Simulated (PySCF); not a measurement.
C₃H₇ClOSi.

```xyz
13

O      1.4266     1.3386     1.2628
C      1.8849     0.3070     1.6898
C      1.4590    -1.0334     1.1779
C      0.7027    -0.9441    -0.1404
Si    -0.5313     0.4871    -0.2920
Cl    -2.0210    -0.2609    -1.5710
H      2.6335     0.3232     2.5186
H      0.8259    -1.4649     1.9786
H      2.3392    -1.6979     1.1301
H      0.1405    -1.8717    -0.3246
H      1.4108    -0.8433    -0.9803
H     -0.0197     1.6960    -0.9819
H     -1.2279     0.7885     0.9885
```
Charge 0, spin multiplicity 1.

Geometry: PBE0-D3(BJ)/def2-SVP. This is a generated structure with no PubChem entry under its InChIKey; it may be hypothetical. One conformer was computed; it need not be the lowest.

Computed with PBE0/pcSseg-1 (PySCF). Non-relativistic, no solvent.

Computed absolute GIAO shielding of each atom: isotropic value and principal components (ppm):
```json
[
 {"atom": "O1", "σ(iso)": "-329.4", "σ11": "-894.5", "σ22": "-446.9", "σ33": "353.3", "span": "1247.8"},
 {"atom": "C2", "σ(iso)": "-26.4", "σ11": "-125.1", "σ22": "-50.1", "σ33": "95.9", "span": "221.0"},
 {"atom": "C3", "σ(iso)": "140.7", "σ11": "118.3", "σ22": "129.4", "σ33": "174.3", "span": "56.0"},
 {"atom": "C4", "σ(iso)": "174.0", "σ11": "157.5", "σ22": "173.9", "σ33": "190.6", "span": "33.1"},
 {"atom": "Si5", "σ(iso)": "366.8", "σ11": "323.7", "σ22": "380.8", "σ33": "395.9", "span": "72.3"},
 {"atom": "Cl6", "σ(iso)": "935.8", "σ11": "843.6", "σ22": "954.9", "σ33": "1008.9", "span": "165.2"},
 {"atom": "H7", "σ(iso)": "21.6", "σ11": "19.9", "σ22": "20.2", "σ33": "24.8", "span": "4.9"},
 {"atom": "H8", "σ(iso)": "28.8", "σ11": "25.2", "σ22": "27.6", "σ33": "33.8", "span": "8.6"},
 {"atom": "H9", "σ(iso)": "28.4", "σ11": "24.0", "σ22": "26.9", "σ33": "34.2", "span": "10.2"},
 {"atom": "H10", "σ(iso)": "30.5", "σ11": "24.9", "σ22": "30.5", "σ33": "36.1", "span": "11.2"},
 {"atom": "H11", "σ(iso)": "30.2", "σ11": "25.2", "σ22": "29.2", "σ33": "36.2", "span": "11.0"},
 {"atom": "H12", "σ(iso)": "25.7", "σ11": "20.9", "σ22": "25.0", "σ33": "31.1", "span": "10.2"},
 {"atom": "H13", "σ(iso)": "26.4", "σ11": "22.0", "σ22": "26.4", "σ33": "30.6", "span": "8.5"}
]
```
